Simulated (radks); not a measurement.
Q: Spherical quantum dot in the effective-mass picture: electrons in a hard-walled sphere of radius 1.59, all in effective atomic units (hartree* = m*/eps^2 hartree, bohr* = eps/m* bohr), one dielectric constant everywhere. Method: non-relativistic Kohn-Sham, LDA (Slater exchange, Perdew-Wang correlation), spin-polarised, spherical densities; computed with a radial shooting solver with Libxc functionals. Levels are named by radial order and angular momentum (1s, 1p, 1d, 2s, ...), and open shells are averaged over m. At N = 27 the configuration is 1s2 1p6 1d10 2s(up 1, down 0) 1f(up 7, down 1). Does electron 28 go into 1g up or 2s down or 1f down?

A: Into 1f down. The total energies of the other choices lie higher by 0.332 hartree* (2s down), 3.03 hartree* (1g up).
